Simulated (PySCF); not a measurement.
A calculation to check before its numbers are used.

A core-ionisation job on BBr3, SMILES `BrB(Br)Br`. Method: delta-SCF UKS HF, pcX-2 on the ionised atom, pcseg-1 elsewhere, spin-free X2C in PySCF 2.14.0.

Driver input (Å, PBE0-D3(BJ)/def2-SVP geometry):

```
{"job": {"kind": "xps", "xc": "HF"}, "charge": 0, "multiplicity": 1}
Br     1.8364    -0.3587    -0.2525
B     -0.0419    -0.0814    -0.2699
Br    -0.7514     1.5652    -0.8952
Br    -1.2101    -1.4507     0.3351
```

Output:

```
ground state, core basis on atom 1 (B), 126 functions
  cycle   1  E = -7815.38249928  |g| = 4.95e-01
  cycle   2  E = -7815.43087239  |g| = 3.70e-01
  cycle   3  E = -7815.47084443  |g| = 3.51e-02
  cycle   4  E = -7815.47171114  |g| = 4.70e-03
  cycle   5  E = -7815.47173180  |g| = 1.20e-03
  cycle   6  E = -7815.47173329  |g| = 3.59e-04
  E(ground) = -7815.47173329 Eh
hole in B 1s of atom 1
  cycle   1  E = -7807.68465990  |g| = 1.16e+00
  cycle   2  E = -7807.63285871  |g| = 1.03e+00
  cycle   3  E = -7808.09634450  |g| = 2.04e-01
  cycle   4  E = -7808.11936349  |g| = 2.95e-02
  cycle   5  E = -7808.12072509  |g| = 1.66e-02
  cycle   6  E = -7808.12167787  |g| = 9.81e-03
  cycle   7  E = -7808.12219512  |g| = 4.73e-03
  cycle   8  E = -7808.12232760  |g| = 2.41e-03
  cycle   9  E = -7808.12236324  |g| = 1.05e-03
  cycle  10  E = -7808.12236972  |g| = 5.15e-04
  cycle  11  E = -7808.12237138  |g| = 2.11e-04
  E(ion) = -7808.12237138 Eh   <S^2> = 0.8550   hole on atom = 1.000   binding energy = 199.986 eV
```

The program numbers atoms from 0.

Task: Do all binding energies of this run deserve the same trust?

Result: No. Every hole passed the driver's convergence checks (|g| < 5e-4, core orbital emptied to over 0.9), but ⟨S²⟩ is 0.855 for B1s on atom 1, against 0.75 for a pure doublet, so the unrestricted ion state holds higher spin components.

Task: How can it be mended?

Result: Recompute such holes with a restricted open-shell or spin-projected scheme and compare; until then these binding energies are doubtful.
